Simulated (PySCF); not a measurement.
Computed vibrations of [La(NH2)2]+

[La(NH2)2]+ (singlet). PySCF 2.14.0, RKS PBE0, La lcecp-1-SVP with ECP46, N def2-SVP, H def2-SVP; non-relativistic Hamiltonian with scalar-relativistic core potentials where named; density fitting; no spin-orbit coupling. Central differences of gradients.

```xyz
7

La    0.0000    0.0000   -0.2546
N     1.7817    0.0000    1.0435
H     2.1804   -0.8117    1.5245
H     2.1804    0.8117    1.5245
N    -1.7817    0.0000    1.0435
H    -2.1804    0.8117    1.5245
H    -2.1804   -0.8117    1.5245
```

Run from Python with OMP_NUM_THREADS=2. Where DIIS fails, smearing, a level shift and second-order steps follow.
It took 52 s on 2 threads of Arm Neoverse N1, with other jobs on the host.

Task: What are the harmonic wavenumbers and infrared intensities?

Result: Modes are labelled in C2v; negative numbers are unstable modes, those under 60 cm⁻¹ near the noise; a finer grid moves soft modes by up to 10 cm⁻¹.
| cm⁻¹ | km/mol | symmetry |
| --- | --- | --- |
| -409 | – | b2 |
| -394 | – | a2 |
| 145 | 0.2 | a1 |
| 332 | 0.0 | a2 |
| 358 | 72.1 | b2 |
| 520 | 174.4 | b1 |
| 556 | 278.4 | b1 |
| 579 | 17.4 | a1 |
| 594 | 264.9 | a1 |
| 1505 | 22.0 | b1 |
| 1506 | 50.4 | a1 |
| 3506 | 119.8 | b1 |
| 3508 | 78.7 | a1 |
| 3584 | 70.9 | b2 |
| 3584 | 0.0 | a2 |

Task: Is this a minimum?

Result: No: 2 unstable; the lowest moves the atoms so:
```
La   0.00  0.01  0.00
N    0.00 -0.04  0.00
H   -0.32  0.03  0.39
H    0.32  0.03 -0.39
N    0.00 -0.04  0.00
H   -0.32  0.03 -0.39
H    0.32  0.03  0.39
```
